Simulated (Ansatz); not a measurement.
Ansatz (an electronic-structure program) input (wB97X-V/def2-TZVPD):

Ansatz 0.2 input:
```yaml
crystal:
  periodic: [false, false, false]
  atoms:
    - {symbol: C, position_ang: [-1.21851666, -0.24708882, 1.27593930]}
    - {symbol: C, position_ang: [-0.77261199, -0.19628231, -0.18808598]}
    - {symbol: C, position_ang: [-1.60998027, 0.86007518, -0.93678077]}
    - {symbol: C, position_ang: [-1.01556039, -1.57229583, -0.84014697]}
    - {symbol: C, position_ang: [0.68205546, 0.15302856, -0.34361795]}
    - {symbol: C, position_ang: [1.59536073, 0.41595680, 0.65657290]}
    - {symbol: C, position_ang: [2.92353169, 0.73216187, 0.44584738]}
    - {symbol: H, position_ang: [-0.66198475, -0.99969656, 1.83727524]}
    - {symbol: H, position_ang: [-1.08148538, 0.71690346, 1.76907776]}
    - {symbol: H, position_ang: [-2.27778457, -0.50364377, 1.33402540]}
    - {symbol: H, position_ang: [-2.67194013, 0.60632241, -0.89486964]}
    - {symbol: H, position_ang: [-1.47525001, 1.84814084, -0.49374128]}
    - {symbol: H, position_ang: [-1.31776819, 0.91792921, -1.98717251]}
    - {symbol: H, position_ang: [-2.07563087, -1.83377994, -0.79792870]}
    - {symbol: H, position_ang: [-0.44906747, -2.35100650, -0.32691659]}
    - {symbol: H, position_ang: [-0.71037350, -1.56753483, -1.88842942]}
    - {symbol: H, position_ang: [1.03577389, 0.19863886, -1.37137514]}
    - {symbol: H, position_ang: [1.25398800, 0.37341868, 1.68571847]}
    - {symbol: H, position_ang: [3.59311089, 0.92857071, 1.27090021]}
    - {symbol: H, position_ang: [3.33274062, 0.79240469, -0.55493122]}
basis:
  gaussian:
    orbitals: def2-TZVPD
hamiltonian:
  xc: {name: wB97X-V}
magnetization: {spin_polarized: true, initial_magnetization: 1}
output: {forces: true}
```

Output:

```
Functional definition: wB97X-V
integrals: 0.60 GiB planned
1881 factors; their error is unknown
integrals: 0.64 GiB planned
763 factors; integrals over basis functions are off by at most 6.2e-6 eV
0.65 GiB of the device are held for the grids
3.28 GiB of device memory are held for the factors and their scratch space
mean field: 5.14 GiB planned
mean field evaluation 1: about -7463.4272 eV, gradient 3.9e1 eV
mean field evaluation 2: about -7467.4477 eV, gradient 2.6e1 eV
mean field evaluation 4: about -7470.5537 eV, gradient 1.8e0 eV
mean field evaluation 8: about -7470.5948 eV, gradient 1.1e-1 eV
mean field evaluation 16: about -7470.5311 eV, gradient 8.7e-3 eV
mean field -7470.53113902 eV, -274.5369556512 hartree, gradient 4.5e-5 eV, S^2 0.790448; 0 other end points of the search recorded, 0 dependent functions left out
the calculation of the forces begins
reference -7470.53113631 eV, -274.5369555516 hartree; 28, 27 occupied and 348, 349 virtual orbitals, 1881 factors
Total energy: -7470.53113631 eV, -274.5369555516 hartree
Atom 0 at    -1.218517    -0.247089     1.275939 Å, force     0.047138     0.007479    -0.101701 eV/Å
Atom 1 at    -0.772612    -0.196282    -0.188086 Å, force    -0.146235    -0.036284    -0.013781 eV/Å
Atom 2 at    -1.609980     0.860075    -0.936781 Å, force     0.076380    -0.103574     0.074152 eV/Å
Atom 3 at    -1.015560    -1.572296    -0.840147 Å, force     0.018728     0.132336     0.064780 eV/Å
Atom 4 at     0.682055     0.153029    -0.343618 Å, force     0.027002     0.005822    -0.019555 eV/Å
Atom 5 at     1.595361     0.415957     0.656573 Å, force    -0.037640    -0.006521     0.067383 eV/Å
Atom 6 at     2.923532     0.732162     0.445847 Å, force    -0.006932    -0.003807    -0.053196 eV/Å
Atom 7 at    -0.661985    -0.999697     1.837275 Å, force     0.061708    -0.081110     0.047638 eV/Å
Atom 8 at    -1.081485     0.716903     1.769078 Å, force     0.016539     0.103725     0.040295 eV/Å
Atom 9 at    -2.277785    -0.503644     1.334025 Å, force    -0.105204    -0.026063    -0.008895 eV/Å
Atom 10 at    -2.671940     0.606322    -0.894870 Å, force    -0.091068    -0.032187     0.010305 eV/Å
Atom 11 at    -1.475250     1.848141    -0.493741 Å, force     0.017077     0.094407     0.049522 eV/Å
Atom 12 at    -1.317768     0.917929    -1.987173 Å, force     0.036042    -0.003180    -0.101059 eV/Å
Atom 13 at    -2.075631    -1.833780    -0.797929 Å, force    -0.095831    -0.012699     0.009530 eV/Å
Atom 14 at    -0.449067    -2.351006    -0.326917 Å, force     0.057726    -0.071929     0.056130 eV/Å
Atom 15 at    -0.710373    -1.567535    -1.888429 Å, force     0.032370     0.011845    -0.101656 eV/Å
Atom 16 at     1.035774     0.198639    -1.371375 Å, force     0.048276     0.006869    -0.124046 eV/Å
Atom 17 at     1.253988     0.373419     1.685718 Å, force    -0.039005    -0.004821     0.118591 eV/Å
Atom 18 at     3.593111     0.928571     1.270900 Å, force     0.057122     0.017726     0.094812 eV/Å
Atom 19 at     3.332741     0.792405    -0.554931 Å, force     0.025808     0.001967    -0.109249 eV/Å
Dipole moment:    -0.113039    -0.028251    -0.015765 e Å
```

It need not be the lowest isomer of its formula.
